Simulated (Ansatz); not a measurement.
C$_{2}$H$_{6}$Ga, SMILES `C[CH2][GaH]` radical. Total charge 0; spin multiplicity 2. All single points use the PBE0-D4/def2-TZVP geometry.

```xyz
9

C    -0.466    1.077    0.316
C     0.425   -0.099   -0.044
Ga   -0.467   -1.834   -0.492
H    -1.148    1.330   -0.500
H     0.117    1.975    0.543
H    -1.084    0.861    1.191
H     1.119   -0.341    0.771
H     1.056    0.126   -0.914
H     0.448   -3.096   -0.872
```

Q: What is the dipole moment at B3LYP/def2-TZVPP? (An estimate is asked.)

A: Computed: 0.85 D, with components (0.16, 0.81, 0.22) D in this frame, pointing from negative to positive charge.

Q: And with PBE, r2SCAN, ωB97M-V? (An estimate is asked.)

A: Computed: PBE 0.92 D, r2SCAN 0.89 D, ωB97M-V 0.76 D.

Q: Give the Mulliken charges with B3LYP, PBE, r2SCAN in def2-TZVPP. (An estimate is asked.)

A: Computed: 
```csv
atom,B3LYP,PBE,r2SCAN
C1,-0.23,-0.23,-0.10
C2,-0.22,-0.21,-0.18
Ga3,0.13,0.09,0.14
H4,0.08,0.08,0.04
H5,0.08,0.08,0.04
H6,0.08,0.08,0.04
H7,0.08,0.08,0.05
H8,0.08,0.08,0.05
H9,-0.07,-0.06,-0.08
```

B3LYP here is the variant with VWN-RPA as its local correlation; programs differ in this.
